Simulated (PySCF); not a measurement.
## Radial density of Pd²⁺ (palladium, charge +2)

UHF, [Kr] 4d8, high-spin 3F determinant. Calculation: PySCF 2.14, in cc-pVDZ-PP with ECP28MDF; scalar relativity through the core potential. This is the valence pseudo-density: the core potential removes the inner electrons and smooths the orbitals near the nucleus.

```csv
r (bohr),4πr²ρ (e/bohr),4πr²(ρα − ρβ)
0.0187,1.429e-05,0.0000
0.0314,3.623e-05,0.0000
0.0528,8.659e-05,0.0000
0.0888,0.0003292,0.0000
0.149,0.003410,0.0005
0.251,0.05634,0.0079
0.423,1.327,0.1243
0.711,12.47,1.0487
1.20,13.24,1.6622
2.01,2.514,0.4891
3.38,0.1096,0.0180
5.69,0.0008640,0.0000
```

Energies and moments cover only the electrons outside the core potential.
